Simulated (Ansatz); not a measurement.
CH₃BrFSi (`C[Si](F)Br`) radical, 7 atoms. The species carries charge 0 and has multiplicity 2. Correlated methods include outer-core shells of Br, which these sets cover unevenly. Scalar relativity is left out up to krypton. All runs use 4 threads of an INTEL XEON PLATINUM 8581C on a shared host. Correlated methods freeze the cores. Open-shell runs search over several starts.

(1) Give the basis size and wall time and peak host memory of each of these runs in Ansatz. UKS BHLYP-D4/def2-TZVPP energy; UHF-MP2/def2-QZVPP energy; UKS PBE0-D4/def2-TZVP relaxation (7 steps); direct RPA on PBE orbitals/def2-TZVPP energy; UKS PBE0-D4/def2-QZVPP energy; UKS ωB97M-V/def2-SVP energy; UKS ωB97M-V/def2-QZVPP energy; UKS SPW92 (LDA)/def2-TZVPP energy; UHF-CCSD(T)/def2-TZVPP energy; UKS PBE0-D4/def2-SVP energy; UKS PBE-D4/def2-TZVPP energy and forces; UKS CAM-B3LYP-D4/def2-TZVPP energy. (An estimate is asked.)

Answers

(1) The calculation gave: Other jobs shared the machine, so times are rough.

```
                                level                   job  functions  wall time  peak host memory (GiB)
           UKS SPW92 (LDA)/def2-TZVPP                energy        194        1 s                    0.28
                 UKS PBE0-D4/def2-SVP                energy         93      1.2 s                    0.29
                UKS PBE-D4/def2-TZVPP     energy and forces        194      1.9 s                    0.29
              UKS BHLYP-D4/def2-TZVPP                energy        194      2.8 s                    0.68
          UKS CAM-B3LYP-D4/def2-TZVPP                energy        194      3.1 s                    0.77
direct RPA on PBE orbitals/def2-TZVPP                energy        194      3.3 s                     0.5
                 UKS ωB97M-V/def2-SVP                energy         93      3.7 s                    0.47
               UKS PBE0-D4/def2-QZVPP                energy        363      9.5 s                     1.6
                   UHF-MP2/def2-QZVPP                energy        363       14 s                     1.8
               UKS ωB97M-V/def2-QZVPP                energy        363       16 s                     1.9
                UKS PBE0-D4/def2-TZVP  relaxation (7 steps)        165       22 s                    0.57
               UHF-CCSD(T)/def2-TZVPP                energy        194    2.3 min                     6.1
```
